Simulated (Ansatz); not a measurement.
Cartesian coordinates in Å:
```
C -1.176 -1.260 -0.348
Si -0.468 0.128 0.672
Cl -1.822 1.694 0.705
Ge 1.580 0.959 -0.209
H -1.337 -0.942 -1.380
H -2.130 -1.591 0.066
H -0.487 -2.109 -0.353
H -0.286 -0.304 2.082
H 2.642 -0.156 -0.236
H 1.372 1.461 -1.647
H 2.112 2.119 0.648
```

The species carries charge 0 and has multiplicity 1.

List the PBE/def2-TZVPP orbital energies in eV (Ansatz). (An estimate is asked.)

Ansatz gave: Occupied: -10804.33, -2738.80, -1780.48, -1337.73, -1191.14, -1191.14, -1191.13, -268.95, -249.38, -190.07, -189.90, -189.90, -162.29, -138.13, -113.72, -113.72, -113.72, -94.93, -94.84, -94.81, -29.56, -29.56, -29.53, -29.49, -29.49, -20.39, -17.64, -14.09, -12.27, -10.48, -10.35, -9.23, -8.92, -8.46, -8.28, -8.17, -7.42, -6.75. Lowest empty: -0.90, -0.52, -0.14, 0.28, 0.77, 0.89, 1.37, 1.71.
